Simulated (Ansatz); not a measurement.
Input for Ansatz (development build ahead of 0.2.0):

```yaml
crystal:
  periodic: [false, false, false]
  atoms:
    - { symbol: B, position_ang: [0.0, 0.0, 0.0] }
    - { symbol: Si, position_ang: [3.5402, 0.0, 1.2885] }
    - { symbol: Si, position_ang: [-1.7701, 3.0659, 1.2885] }
    - { symbol: Si, position_ang: [-1.7701, -3.0659, 1.2885] }
basis:
  gaussian: { orbitals: pcseg-2 }
magnetization:
  spin_polarized: true
  initial_magnetization: 1
hamiltonian:
  xc: pbe0
```

The input is written out in the form of the current development build from the run's settings.

The run gave:

```
Converged                       : yes
Total energy                    : -892.40375 hartree
Spin squared of the determinant : 3.702
Stability test                  : minimum
```

Caution: charge can spread falsely over distant fragments; the unrestricted determinant is a mixture of spin states.
